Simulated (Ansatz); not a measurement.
Diatomic SiCl-, multiplicity 3 (lowest of 2S+1 = 1, 3, 5 at CCSD(T)/def2-TZVPP on PBE0 minima; our sources give no spin for the ground state, which may be another).

Constants: fifth-degree fit in 1/R to seven points, most abundant isotopes. Runs in def2 and cc sets follow the lowest solution found near the PBE0 minimum.

Cores are frozen in the correlated methods. CBS(a, b) extrapolates the correlation energy as X⁻³ and adds the Hartree–Fock energy of set b.

Run with Ansatz (Gaussian basis) for Hartree–Fock, density functionals and correlated methods. 

Task: What bond length and harmonic frequency does SVWN5/def2-TZVPP give?

Result: r_e = 2.218 Å, ω_e = 383 cm⁻¹.

Task: What bond length and harmonic frequency does wB97X-V/def2-TZVPP give?

Result: r_e = 2.244 Å, ω_e = 370 cm⁻¹.

Task: What bond length and harmonic frequency does CCSD(T)/CBS(aug-cc-pV(T+d)Z, aug-cc-pV(Q+d)Z) give?

Result: r_e = 2.235 Å, ω_e = 369 cm⁻¹.

Ansatz is an electronic-structure program.
